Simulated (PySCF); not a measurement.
C2H7O, charge +1.

```xyz
10

C     -0.3040    -1.2621     0.0000
C      0.6221    -0.0894     0.0000
O     -0.1738     1.2565     0.0000
H      0.3197    -2.1607     0.0000
H     -0.9270    -1.3001    -0.8944
H     -0.9270    -1.3001     0.8944
H      1.2304     0.0243     0.8925
H      1.2304     0.0243    -0.8925
H     -0.7223     1.3851    -0.7968
H     -0.7223     1.3851     0.7968
```
Charge +1, spin multiplicity 1.

Geometry: B3LYP-D3(BJ)/def2-TZVP. The isomer is the one that the SMILES or the coordinates give; other isomers of the formula were not compared.

Calculation: PySCF with HF/pcSseg-1. Non-relativistic, no solvent.

Computed absolute GIAO shielding of each atom: isotropic value and principal components (ppm):
| atom | σ(iso) | σ11 | σ22 | σ33 | span |
|---|---|---|---|---|---|
| C1 | 175.4 | 156.6 | 180.4 | 189.3 | 32.7 |
| C2 | 93.4 | 27.8 | 74.0 | 178.4 | 150.6 |
| O3 | 289.8 | 263.9 | 295.5 | 309.9 | 46.0 |
| H4 | 29.5 | 25.5 | 25.7 | 37.4 | 11.9 |
| H5 | 29.6 | 25.6 | 27.5 | 35.7 | 10.2 |
| H6 | 29.6 | 25.6 | 27.5 | 35.7 | 10.2 |
| H7 | 26.1 | 21.8 | 26.1 | 30.3 | 8.5 |
| H8 | 26.1 | 21.8 | 26.1 | 30.3 | 8.5 |
| H9 | 26.1 | 17.9 | 20.7 | 39.6 | 21.6 |
| H10 | 26.1 | 17.9 | 20.7 | 39.6 | 21.6 |
